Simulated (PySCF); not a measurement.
# Computed records: AlBFH₄, AlBFH₂, AlBF₂H

Computed with PySCF 2.14.0. Calculation on a computer-drawn molecule: the log of a Hartree-Fock and frozen-core CCSD(T) single point meant for a local Hartree-Fock minimum, with one planted fault or none, to be diagnosed. Offsets are logged minus clean, where the clean run is the same molecule without the fault. The reference is restricted for singlets and unrestricted otherwise, and also for a bond in bohr or an excited solution. Adding or removing an electron swaps singlet and doublet. The excited solution moves the top pair (singlet) or top alpha electron (doublet) to the lowest empty orbital. Highest occupied and lowest empty are orbital energies over both spins, largest force is the largest gradient component, triples share is (T) over the correlation energy, the T1 limit is 0.02 restricted and 0.045 unrestricted, electrons count all cores, a negative frequency is imaginary (commonest isotopes), and the dipole is about the centre of nuclear charge.

Common to all runs: logged SCF converged yes; logged CC converged yes; logged SCF stable within its kind yes; possible faults no fault, one electron removed, one electron added, multiplicity raised by two, geometry at a saddle point, SCF held on an excited solution, minimal basis STO-3G, one bond length entered in bohr, all coordinates scaled.

(1) 
```xyz
7
formula=AlBFH4 meant_charge=-1 meant_multiplicity=1 meant_basis=aug-cc-pV(D+d)Z logged_electrons=32 logged_basis_functions=114 logged_spin_squared=2.0109 logged_highest_occupied=-0.65003 logged_lowest_empty=3.267 logged_largest_force=0.06742 logged_T1_diagnostic=0.019677 logged_D1_diagnostic=0.088899 logged_triples_share=0.026926 logged_dipole_magnitude=3.645 logged_energy_HF=-368.33536 logged_energy_CCSD(T)=-368.77299
F     -1.5862     0.5186    -2.1773
B     -0.6159     0.3588    -1.0918
Al     0.9802    -1.0764    -1.5552
H     -0.0697     1.4452    -0.8371
H     -1.1816    -0.0536    -0.0647
H      2.2071    -1.4346    -0.5239
H      1.2586    -2.0068    -2.8779
```

Units: logged_highest_occupied, logged_lowest_empty in eV; logged_largest_force in hartree/bohr; logged_dipole_magnitude in debye; logged_energy_HF, logged_energy_CCSD(T) in hartree.

Drawn bonds:
```
atom  other atom  order
   1           2      1
   2           3      1
   2           4      1
   2           5      1
   3           6      1
   3           7      1
```

(2) 
```xyz
5
formula=AlBFH2 meant_charge=0 meant_multiplicity=2 meant_basis=cc-pV(D+d)Z logged_electrons=29 logged_basis_functions=61 logged_spin_squared=0.777 logged_highest_occupied=-7.9728 logged_lowest_empty=0.46924 logged_largest_force=0.025639 logged_T1_diagnostic=0.021 logged_D1_diagnostic=0.07175 logged_triples_share=0.02215 logged_dipole_magnitude=1.2852 logged_energy_HF=-367.19384 logged_energy_CCSD(T)=-367.54465
F     -1.5354     0.0349     1.7849
B     -1.3484    -0.4871     0.5262
Al     0.4341     0.1025    -0.6722
H     -2.1809    -1.3375     0.1788
H      0.3838     1.3042    -1.7811
```

Units: logged_highest_occupied, logged_lowest_empty in eV; logged_largest_force in hartree/bohr; logged_dipole_magnitude in debye; logged_energy_HF, logged_energy_CCSD(T) in hartree.

Drawn bonds:
```
atom  other atom  order
   1           2      1
   2           3      1
   2           4      1
   3           5      1
```

(3) 
```xyz
5
formula=AlBF2H meant_charge=0 meant_multiplicity=2 meant_basis=cc-pV(D+d)Z logged_electrons=37 logged_basis_functions=70 logged_spin_squared=3.7562 logged_highest_occupied=-6.9885 logged_lowest_empty=-1.9892 logged_largest_force=0.022395 logged_T1_diagnostic=0.030239 logged_D1_diagnostic=0.12966 logged_triples_share=0.020977 logged_dipole_magnitude=2.585 logged_energy_HF=-466.0093 logged_energy_CCSD(T)=-466.5231
F     -4.0559     1.3399     0.4418
B     -2.9479     2.0756     0.5443
Al    -1.0288     1.2039    -0.0613
F     -0.0400     0.6498     1.1576
H     -3.1039     3.2215     0.8812
```

Units: logged_highest_occupied, logged_lowest_empty in eV; logged_largest_force in hartree/bohr; logged_dipole_magnitude in debye; logged_energy_HF, logged_energy_CCSD(T) in hartree.

Drawn bonds:
```
atom  other atom  order
   1           2      1
   2           3      1
   3           4      1
   2           5      1
```

**Q.** Which fault was planted in the run of AlBFH₄ (entry 1)?
**A.** multiplicity raised by two

**Q.** Which fault was planted in the run of AlBFH₂ (entry 2)?
**A.** all coordinates scaled, by +2.7 %

**Q.** AlBF₂H (entry 3): planted fault?
**A.** multiplicity raised by two

Further results for AlBFH₄ (entry 1):

| Property | Result |
| --- | --- |
| HF energy offset from clean run | 43.07 kcal/mol |
| CCSD(T) energy offset from clean run | 51.51 kcal/mol |

Further results for AlBFH₂ (entry 2):

| Quantity | Value |
| --- | --- |
| HF energy offset from clean run | 1.603 kcal/mol |
| CCSD(T) energy offset from clean run | 0.7677 kcal/mol |

Further results for AlBF₂H (entry 3):

| Property | Result |
| --- | --- |
| HF energy offset from clean run | 85.47 kcal/mol |
| CCSD(T) energy offset from clean run | 92.9 kcal/mol |
